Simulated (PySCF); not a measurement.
C6H7NO2.
Bonds: C1–N2, N2–C3, C3–C4 (double), C4–O5, O5–C6, C6–C7 (double), C7–C8, C8–O9 (double), C3–C8. Hydrogens: H10, H11, H12 on C1; H13 on N2; H14 on C4; H15 on C6; H16 on C7.

The closed-shell SCF was solved with PySCF and density fitting under several settings on one GFN2-xTB geometry (grid level 2 and gas phase unless stated).

| settings | basis functions | SCF cycles | E (Eh) | HOMO (eV) | LUMO (eV) | dipole (D) |
| --- | --- | --- | --- | --- | --- | --- |
| PBE0/pcSseg-1 | 188 | 16 | -437.4813 | -6.03 | -1.01 | 3.05 |
| PBE0/def2-SVPD | 242 | 16 | -437.2394 | -6.11 | -1.15 | 3.17 |
| wB97X-D/6-31++G** | 204 | 16 | -437.8885 | -7.77 | 0.62 | 3.21 |

Q: Estimate the rows for these settings: (1) PBE0/IGLO-II; (2) HF/6-311G**, grid level 3; (3) PW91/pcSseg-1, IEF-PCM methanol.

A: 
```csv
settings,basis functions,SCF cycles,E (Eh),HOMO (eV),LUMO (eV),dipole (D)
PBE0/IGLO-II,240,16,-437.6384,-5.98,-0.99,3.01
"HF/6-311G**, grid level 3",204,12,-435.5236,-8.33,2.78,3.12
"PW91/pcSseg-1, IEF-PCM methanol",188,17,-437.8499,-4.97,-1.96,4.11
```

Q: Over all rows, what range does the HOMO–LUMO gap span?

A: From 3.01 eV (PW91/pcSseg-1, IEF-PCM methanol) to 11.11 eV (HF/6-311G**, grid level 3). The functional of the narrowest has no exact exchange, that of the widest 100 % exact exchange.

Q: And the dipole moment?

A: From 3.01 D (PBE0/IGLO-II) to 4.11 D (PW91/pcSseg-1, IEF-PCM methanol); the largest is 1.37 times the smallest, and the median is 3.15 D.

Q: Compare two rows with the functional PBE0: PBE0/IGLO-II and PBE0/pcSseg-1. Which energy is lower, and by how much?

A: PBE0/IGLO-II (240 functions) lies 0.1571 Eh or 99 kcal/mol below PBE0/pcSseg-1 (188 functions).

wB97X-D ran without the empirical dispersion term, which would shift the total energy alone. Cycle counts include a coarse-grid stage where the run had one. All basis functions are spherical, in the Pople sets too. The structure is a single GFN2-xTB conformer; no vibrational corrections.

The values belong to the conformer `[CH3:1][NH:2][c:3]1[cH:4][o:5][cH:6][cH:7][c:8]1=[O:9]`: C1–N2–C3–C4 15°.
